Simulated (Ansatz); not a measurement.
The cluster BaSe2. Total charge 0; triplet. Geometry PBE0-D4/def2-TZVP.

```xyz
3

Ba   -0.383    1.294   -1.376
Se    0.466   -1.407   -0.103
Se   -0.082    0.113    1.479
```

In the def2 sets Ba takes a core potential; there is no spin–orbit coupling. HSE06 is defined as in plane-wave codes, on full-range PBE exchange. At PBE0-D4/def2-TZVP a singlet of charge 0 lies 1.19 eV below the triplet, each at its own geometry. The structure comes from a short search, and lower isomers may exist.

(1) Estimate the α-spin orbital energies around the gap (eV) in Ansatz with PBE-D4/def2-TZVP, r2SCAN-D4/def2-TZVP, PBE0-D4/def2-TZVP, HSE06-D4/def2-TZVP, BHLYP-D4/def2-TZVP.

Answers

(1) 
```
orbital  PBE-D4/def2-TZVP  r2SCAN-D4/def2-TZVP  PBE0-D4/def2-TZVP  HSE06-D4/def2-TZVP  BHLYP-D4/def2-TZVP
HOMO−13            -53.40               -54.43             -58.06              -57.67              -62.54
HOMO−12            -53.38               -54.41             -58.04              -57.65              -62.51
HOMO−11            -34.05               -35.20             -36.82              -36.38              -39.44
HOMO−10            -19.19               -19.89             -21.23              -20.80              -23.11
 HOMO−9            -18.77               -19.43             -20.50              -20.08              -22.03
 HOMO−8            -18.76               -19.42             -20.49              -20.07              -22.01
 HOMO−7            -17.76               -18.44             -19.70              -19.28              -21.39
 HOMO−6            -14.71               -15.30             -16.61              -16.19              -18.34
 HOMO−5             -8.30                -8.60              -9.40               -9.01              -10.24
 HOMO−4             -7.53                -7.89              -8.87               -8.46               -9.93
 HOMO−3             -7.24                -7.53              -8.50               -8.10               -9.51
 HOMO−2             -5.18                -5.44              -6.28               -5.89               -7.19
 HOMO−1             -5.14                -5.37              -6.23               -5.84               -7.08
   HOMO             -2.99                -3.09              -3.51               -3.16               -3.86
   LUMO             -1.97                -1.83              -1.35               -1.68               -0.72
 LUMO+1             -1.77                -1.70              -1.26               -1.58               -0.65
 LUMO+2             -1.76                -1.68              -1.18               -1.52               -0.49
 LUMO+3             -1.69                -1.55              -1.02               -1.37               -0.20
 LUMO+4             -1.62                -1.43              -1.00               -1.36               -0.15
 LUMO+5             -1.30                -1.17              -0.64               -1.00                0.21
 β HOMO             -4.99                -5.16              -6.02               -5.63               -6.86
 β LUMO             -4.28                -4.17              -3.50               -3.87               -2.60
```
